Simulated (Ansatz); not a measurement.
`O=CBBr`, charge 0, multiplicity 1.

(1) Give a relaxed structure at PBE0-D4/def2-TZVP (the Gaussian-basis code of Ansatz). (Best estimate.)

Results:

(1) The calculation gave: 
```xyz
6

O     1.6909    0.2053   -0.4999
C     0.4928    0.3235   -0.6251
B    -0.3983   -0.0686    0.6168
Br   -1.4796   -1.6128    0.4580
H     0.0592    0.6382   -1.6010
H    -0.3649    0.5144    1.6511
```
